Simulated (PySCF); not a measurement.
Tin: a sound run and one with changed settings

Sound run: Sn⁺ [Kr] 4d10 5s2 5p1, Sn²⁺ [Kr] 4d10 5s2. All numbers are calculated (PySCF 2.14, a scalar-relativistic core potential, in aug-cc-pVDZ-PP with ECP28MDF). In the sound run the correlated levels freeze 4s2 4p6 4d10 outside the core potential. The sound run starts from symmetry-adapted Hartree-Fock orbitals and uses a fine grid where one is needed.

Changed run: a valence shell is frozen. This setting is unsound on purpose.

Ionisation energy of Sn⁺:

| method | sound run (eV) | changed run (eV) |
| --- | --- | --- |
| UHF | 13.720 | 13.720 |
| MP2 | 13.853 | 13.720 |
| SCS-MP2 | 13.835 | 13.720 |
| CCSD | 13.922 | 13.720 |
| CCSD(T) | 13.932 | 13.720 |
| CCSDT | n/a | 13.720 |
| FCI | n/a | 13.720 |

Freezing a valence shell removes pair correlation that changes on ionisation.

For comparison, NIST gives 14.633 eV between the lowest levels.
